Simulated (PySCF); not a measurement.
PySCF 2.14 output of a UHF calculation on a single atom or ion in dyall-av3z (10s3p2d, 29 functions), with the spin-free X2C one-electron Hamiltonian (Gaussian nucleus):

```
SCF conv_tol = 1e-09
number electrons alpha = 1  beta = 0
cycle= 1 E= 0.612450127073181  delta_E= 3.33e-16  |g|= 8.88e-16  |ddm|= 4.44e-16
converged SCF energy = 0.612450127073181  <S^2> = 0.75  2S+1 = 2
```

The run itself started from symmetry-adapted Hartree-Fock orbitals and held the occupation by maximum overlap, so the iterations belong to that start.

Which element, charge and spin multiplicity is this?

He⁺ (helium, charge +1), multiplicity 2; the state was 3d1, 2D determinant (an excited configuration).

The outer electron is Rydberg-like, and this basis confines it to a smaller radius and binds it less than a complete one would. At UHF the highest occupied level has a positive energy, so only the finite basis holds that electron; for this excited configuration the basis is too tight for the outer shell.
